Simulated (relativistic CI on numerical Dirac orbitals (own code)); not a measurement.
# Zr⁺: resonant inelastic scattering at the L2,3 edge

Computed with this model: Dirac-Coulomb-Breit CI, KLI orbitals optimised for each configuration, QED by a radiative potential, valence Slater integrals scaled by 0.8, Kramers-Heisenberg scattering through one core-hole configuration in a parametric crystal field; configurations [Kr] 4d3 → [He] 2s2 2p5 3s2 3p6 3d10 4s2 4p6 4d4; 300 K; core-hole width 2.4 eV; summed over polarisations. Incident energies are the highest absorption maxima for each field (at most a few, so the weaker spin-orbit partner edge can be absent), on the computed scale of the free ion. Intensities are in per cent of the strongest line above 0.02 eV; levels within 1 cm⁻¹ are merged; final levels count from the ground level, the first row holds all elastic scattering, lines under 0.4 are left out and each table stops after 24 rows. The scale of the Slater integrals is a model choice and moves the terms in proportion. The configuration is assumed, with all valence electrons in the open shell; the free ion's ground configuration is another.

Field parameters in Wybourne normalisation: D4h B²₀ = −7Ds, B⁴₀ = 21(Dq − Dt), B⁴₄ = 21√(5/14) Dq. The field is a parameter set, without covalency.

S is read from ⟨S²⟩ = S(S + 1).

D4h, 10Dq = 20250, Ds = -1500, Dt = 90 cm⁻¹:

| Final level (eV) | Degeneracy | Irrep | S | 2224 eV | 2308.1 eV |
| --- | --- | --- | --- | --- | --- |
| 0.000 | 4 | Γ6+Γ7 | 1.50 | 1647.9 | 382.5 |
| 0.746 | 2 | Γ6 | 0.50 | 10.7 | 14.2 |
| 0.778 | 2 | Γ7 | 0.50 | 9.1 | 11.3 |
| 1.071 | 2 | Γ7 | 0.50 | 7.3 | 12.4 |
| 1.094 | 2 | Γ6 | 0.50 | 7.6 | 13.0 |
| 1.132 | 2 | Γ6 | 0.50 | 12.3 | 16.5 |
| 1.739 | 2 | Γ7 | 0.50 | 21.1 | 27.0 |
| 2.049 | 2 | Γ7 | 0.50 | 17.6 | 24.0 |
| 2.071 | 2 | Γ6 | 0.51 | 17.7 | 22.3 |
| 2.218 | 2 | Γ6 | 1.50 | 58.9 | 5.8 |
| 2.225 | 2 | Γ6 | 1.50 | 52.1 | 13.1 |
| 2.233 | 2 | Γ7 | 1.50 | 40.5 | 17.0 |
| 2.240 | 2 | Γ7 | 1.50 | 28.4 | 20.0 |
| 2.513 | 4 | Γ6+Γ7 | 1.50 | 100.0 | 33.8 |
| 2.870 | 2 | Γ7 | 1.50 | 38.2 | 12.9 |
| 2.880 | 2 | Γ7 | 1.50 | 35.5 | 11.0 |
| 2.890 | 2 | Γ6 | 1.50 | 33.5 | 9.8 |
| 2.901 | 2 | Γ6 | 1.49 | 30.5 | 8.8 |
| 3.109 | 2 | Γ6 | 0.50 | 6.5 | 4.5 |
| 3.137 | 2 | Γ7 | 0.50 | 6.0 | 4.0 |
| 3.525 | 2 | Γ7 | 0.50 | 2.4 | 2.7 |
| 3.526 | 2 | Γ6 | 0.50 | 2.3 | 1.7 |
| 3.593 | 2 | Γ7 | 0.50 | 6.0 | 3.8 |
| 3.638 | 2 | Γ6 | 0.50 | 0.5 | 0.2 |

D4h, 10Dq = 20250, Ds = -860, Dt = 90 cm⁻¹:

```csv
Final level (eV),Degeneracy,Irrep,S,2224 eV,2308.2 eV
0.000,4,Γ6+Γ7,1.50,2913.8,664.8
0.943,2,Γ6,0.50,19.7,25.1
0.969,2,Γ7,0.50,14.3,16.5
1.079,2,Γ7,0.50,13.7,22.4
1.091,2,Γ6,0.50,12.3,20.5
1.131,2,Γ6,0.50,20.8,26.7
1.735,2,Γ7,0.50,34.6,41.9
1.879,2,Γ7,0.50,31.9,42.4
1.896,2,Γ6,0.50,30.2,35.4
2.359,2,Γ6,1.50,100.0,14.5
2.361,2,Γ6,1.50,99.2,27.9
2.363,2,Γ7,1.50,81.1,26.9
2.366,2,Γ7,1.50,79.6,35.8
2.513,2,Γ6,1.50,99.3,35.9
2.513,2,Γ7,1.50,84.0,22.0
2.899,2,Γ7,1.50,47.9,28.4
2.904,2,Γ7,1.50,50.2,21.3
2.909,2,Γ6,1.50,56.0,17.1
2.914,2,Γ6,1.50,58.3,13.3
3.308,2,Γ6,0.50,8.9,6.4
3.330,2,Γ7,0.50,7.9,5.0
3.473,2,Γ7,1.50,42.8,16.5
3.474,2,Γ6,1.50,46.2,18.5
3.558,2,Γ6,0.50,4.2,2.9
```

For the first field the strongest loss at the lowest incident energy is the level at 2.51 eV (S = 1.50, against 1.50 in the thermal ground state). Levels of other spin, the first over 8 % at 0.75 eV, appear because spin-orbit coupling of the core hole, and in heavier ions of the valence shell too, mixes spins.
